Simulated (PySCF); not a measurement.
# C7H9O: g tensor and hyperfine couplings

Compound: C7H9O (doublet state).
Cartesian coordinates in Å at the GFN2-xTB level; atoms count from 1:
```
atom  x, y, z in Å
C1    -2.0784   -0.8331    0.6719
C2    -0.8519   -0.0976    0.2423
C3    -0.8229    1.2467    0.0488
C4     0.3384    1.9199   -0.3564
C5     1.5228    1.2054   -0.5769
C6     1.5651   -0.1427   -0.4018
O7     2.7313   -0.8204   -0.6234
C8     0.3742   -0.9368    0.0305
H9    -2.3553   -1.5866   -0.0681
H10   -2.9156   -0.1525    0.8016
H11   -1.9049   -1.3544    1.6153
H12   -1.7244    1.8211    0.2107
H13    0.3229    2.9873   -0.4995
H14    2.4194    1.7172   -0.8897
H15    2.6034   -1.7615   -0.4581
H16    0.1585   -1.7188   -0.7195
H17    0.6106   -1.4813    0.9624
```

The hyperfine couplings belong to this conformer and change with its torsions.

The species is `C[C]1C=CC=C(O)C1` [radical].

Theory: PySCF 2.14.0, UKS B3LYP, pcH-1 on C H O, non-relativistic, mean-field spin-orbit, GIAO. Geometry: GFN2-xTB, one conformer, isolated molecule. Couplings are sensitive to structure, and on GFN2-xTB geometries they can be far from those on DFT ones. Stability of the SCF solution: not tested. ⟨S²⟩ is 0.782 where a pure state has 0.75.

| Quantity | Value |
| --- | --- |
| g1, g2, g3 | 2.00214, 2.00295, 2.00351 |
| g_iso | 2.00286 |
| Form of g | rhombic: the two nearest values differ by 41 % of g3 − g1 |
| ⟨S²⟩ | 0.7819 (exact 0.7500) |
| α and β electrons | 30, 29 |
| HOMO–LUMO gap, α and β orbitals | 4.38, 4.42 eV |

Isotropic coupling and dipolar principal values T1 to T3, in MHz:

```
atom  isotope  a_iso     T1     T2    T3  Mulliken spin population
  C1      13C  -14.9   -0.6   -0.4   1.0                     -0.03
  C2      13C   38.7  -34.1  -32.1  66.2                      0.41
  C3      13C  -36.1  -22.7    9.7  13.0                     -0.20
  C4      13C   46.0  -42.5  -40.0  82.5                      0.54
  C5      13C  -34.7  -20.4    8.7  11.6                     -0.18
  C6      13C   36.2  -33.0  -31.8  64.8                      0.36
  O7      17O   -7.2  -25.3   12.1  13.2                      0.05
  C8      13C  -33.0   -0.9    0.0   0.9                     -0.08
  H9       1H   37.2   -2.3   -1.9   4.2                      0.02
 H10       1H    1.1   -2.3   -1.7   4.0                      0.00
 H11       1H   37.3   -2.3   -1.9   4.2                      0.02
 H12       1H    9.3   -3.9   -1.0   4.9                      0.01
 H13       1H  -35.1  -20.8    0.1  20.7                     -0.03
 H14       1H    8.3   -3.9   -0.5   4.4                      0.01
 H15       1H   -4.8   -4.4   -3.7   8.0                      0.00
 H16       1H  127.9   -3.2    0.5   2.7                      0.06
 H17       1H  128.8   -3.2    0.5   2.7                      0.06
```

Largest spin populations (Mulliken): C4 (+0.54), C2 (+0.41), C6 (+0.36) and C3 (-0.20). Three atoms exceed +0.15. The positive populations add up to 1.52 and the negative ones to -0.52, together 2S = 1. The angles at C4 add up to 360.0°, so it is planar.

C2, the radical centre as drawn in `C[C]1C=CC=C(O)C1`, holds a spin population of +0.41 out of 1.

Axes: g2 points within 15° of the C6–O7 bond and g3 points within 13° of the C2–C3 bond.

Under fast tumbling the dipolar parts average out, and these isotropic splittings remain: 2 × 1H (H16/H17, I = 1/2, 3 lines) with 4.58 mT, 1 × 1H (H13, I = 1/2, 2 lines) with 1.25 mT, 3 × 1H (H9/H10/H11, I = 1/2, 4 lines) with 0.90 mT, 1 × 1H (H12, I = 1/2, 2 lines) with 0.33 mT, 1 × 1H (H14, I = 1/2, 2 lines) with 0.30 mT and 1 × 1H (H15, I = 1/2, 2 lines) with 0.17 mT.

Nuclei that the bonding pattern makes equivalent are averaged, as if the motion that swaps them (rotation, inversion, ring flip) were fast. The three 1H nuclei of mean +25.2 MHz run from 1.1 to 37.3 MHz in the frozen geometry.

The 17O coupling of O7 (-7.2 MHz) shows only in satellite lines or after enrichment, since that isotope makes up about 0.038 % of natural oxygen.

The 13C coupling of C4 (46.0 MHz) shows only in satellite lines or after enrichment, since that isotope makes up about 1.07 % of natural carbon.

The spin density at the nucleus, in bohr⁻³, is negative for C3 (-0.0321), C5 (-0.0308) and C8 (-0.0293), for instance. A restricted open-shell determinant has no negative spin density anywhere; here it arises because α and β orbitals differ (spin polarisation).
